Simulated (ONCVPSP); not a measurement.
## Configuration tests for argon (ONCV)

ONCVPSP 4.0.1 input, shortened (lines: element, Z, core and valence counts, functional; n l f; lmax; l rc ep ncon nbas qcut; lloc lpopt rc5 dvloc0; l nproj debl; icmod fcfact rcfact), PBE, scalar-relativistic:

```
  Ar 18.00    1    4        4      upf
    1    0    2.00
    2    0    2.00
    2    1    6.00
    3    0    2.00
    3    1    4.00
    2
    0    0.75    0.00    4    7   12.00
    1    0.65    0.00    3    6   22.50
    2    0.55    0.30    3    7   19.80
    2    5    0.55    0.00
    0    2    1.40
    1    2    2.30
    2    0    1.50
    3    4.00    1.40
```

Energies are relative to the spin-unpolarised reference configuration 2s2 2p6 3s2 3p4; without spin polarisation the order of configurations can differ from experiment.

```json
{"valence configuration": "2s2 2p6 3s2 3p6", "charge": "0", "ΔE all-electron (eV)": "-44.717", "error AE − PS (meV)": "+2.2"}
{"valence configuration": "2s2 2p6 3s2 3p5", "charge": "+1", "ΔE all-electron (eV)": "-28.659", "error AE − PS (meV)": "+0.9"}
```

What are ΔE and the potential's error for 2s2 2p6 3s2 3p3?

ΔE = 42.584 eV all-electron; the error (AE − PS) is +1.8 meV.

What are ΔE and the potential's error for 2s2 2p6 3s2 3p5.5?

ΔE = -38.170 eV all-electron; the error (AE − PS) is +1.6 meV.

Levels in the configuration 2s2 2p6 3s2 3p3:

| level | all-electron (eV) | pseudo (eV) |
| --- | --- | --- |
| 2s | -345.107 | -345.113 |
| 2p | -278.200 | -278.134 |
| 3s | -65.586 | -65.585 |
| 3p | -49.939 | -49.931 |
